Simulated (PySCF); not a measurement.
A calculated (BP86, PySCF 2.14, def2-TZVP, no relativity, point nucleus) atom or ion has these occupied shells.

```
shell  electrons  orbital energy (eV)  rms radius, mean of both spins (bohr)
 1s α          1              -881.36                                  0.183
 1s β          1              -879.19                                  0.183
 2s α          1              -79.902                                  0.911
 2s β          1              -74.893                                  0.911
 2p α          3              -56.831                                  0.907
 2p β          1              -52.704                                  0.907
```

(1) Name the element and its charge.

Answers

(1) Ne²⁺ (neon, charge +2), in [He] 2s2 2p4, high-spin 3P determinant.
